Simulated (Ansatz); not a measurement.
Gas-phase electronic energies from Ansatz, PBE0-D4/def2-TZVP geometries. CBS: MP2 limit from def2 TZ/QZ plus the TZ coupled-cluster correction, frozen cores. This one scheme is used for every species. DFT in def2-TZVPP. B3LYP here is the variant with VWN-RPA as its local correlation; programs differ in this. For Br, Se outer-core shells are correlated without core-valence functions, which leaves a few kJ/mol of doubt a bond. Scalar relativity is left out up to krypton. One conformer a species, not always the lowest.

Reaction (substitution at a C–C bond): `[SiH3]CC=[Se]` + HBr → `[Se]=CBr` + `C[SiH3]`

`[SiH3]CC=[Se]`:

Cartesian coordinates in Å:
```
Si 1.050 0.810 -0.078
C -0.714 0.196 0.294
C -0.786 -1.236 -0.006
Se -1.353 -1.961 -1.505
H 1.304 0.692 -1.533
H 1.162 2.228 0.355
H 2.029 -0.014 0.675
H -1.395 0.782 -0.327
H -0.897 0.400 1.355
H -0.400 -1.897 0.771
```

HBr:

Z-matrix (Å, degrees):
```
Br
H 1 1.420
```

`[Se]=CBr`:

Cartesian coordinates in Å:
```
Se -0.360 0.986 1.385
C 0.127 0.077 -0.011
Br -0.829 -1.309 -0.838
H 1.062 0.247 -0.536
```

`C[SiH3]`:

Cartesian coordinates in Å:
```
C -0.755 -0.623 0.126
Si 0.676 0.558 -0.113
H -1.553 -0.154 0.706
H -0.432 -1.521 0.658
H -1.170 -0.930 -0.836
H 0.232 1.781 -0.835
H 1.760 -0.083 -0.906
H 1.241 0.972 1.200
```

```json
{"level": "PBE-D4", "ΔE (kcal/mol)": "3.6", "difference from CCSD(T)/CBS": "-2.4"}
{"level": "r2SCAN-D4", "ΔE (kcal/mol)": "4.4", "difference from CCSD(T)/CBS": "-1.6"}
{"level": "PBE0-D4", "ΔE (kcal/mol)": "5.8", "difference from CCSD(T)/CBS": "-0.2"}
{"level": "B3LYP-D4", "ΔE (kcal/mol)": "5.0", "difference from CCSD(T)/CBS": "-1.0"}
{"level": "ωB97M-V", "ΔE (kcal/mol)": "6.3", "difference from CCSD(T)/CBS": "0.3"}
{"level": "r2SCAN", "ΔE (kcal/mol)": "4.1", "difference from CCSD(T)/CBS": "-1.9"}
{"level": "PBE0", "ΔE (kcal/mol)": "4.9", "difference from CCSD(T)/CBS": "-1.1"}
{"level": "HF/def2-TZVPP", "ΔE (kcal/mol)": "8.4", "difference from CCSD(T)/CBS": "2.4"}
{"level": "SCS-MP2/def2-TZVPP", "ΔE (kcal/mol)": "4.6", "difference from CCSD(T)/CBS": "-1.4"}
{"level": "CCSD/def2-TZVPP", "ΔE (kcal/mol)": "6.6", "difference from CCSD(T)/CBS": "0.6"}
{"level": "CCSD(T)/def2-TZVPP", "ΔE (kcal/mol)": "5.9", "difference from CCSD(T)/CBS": "-0.1"}
{"level": "MP2/def2-QZVPP", "ΔE (kcal/mol)": "5.0", "difference from CCSD(T)/CBS": "-1.0"}
{"level": "SCS-MP2/def2-QZVPP", "ΔE (kcal/mol)": "4.7", "difference from CCSD(T)/CBS": "-1.3"}
{"level": "HF/CBS(def2)", "ΔE (kcal/mol)": "8.5", "difference from CCSD(T)/CBS": "2.5"}
{"level": "MP2/CBS(def2)", "ΔE (kcal/mol)": "5.0", "difference from CCSD(T)/CBS": "-1.0"}
{"level": "CCSD/CBS(def2)", "ΔE (kcal/mol)": "6.7", "difference from CCSD(T)/CBS": "0.7"}
{"level": "CCSD(T)/CBS", "ΔE (kcal/mol)": "6.0", "difference from CCSD(T)/CBS": "0"}
```

Largest T1 diagnostic among the species: 0.016.

The D4 term adds +1.4 kcal/mol with B3LYP and +0.8 kcal/mol with PBE0; it sums over pairs of atoms, weighted by their polarisabilities, and B3LYP, whose exchange is more repulsive, gets the larger term. In def2-TZVPP, CCSD(T) changes the Hartree–Fock value by −2.5 kcal/mol (the triples alone add −0.6 kcal/mol) and MP2 by −3.5 kcal/mol.
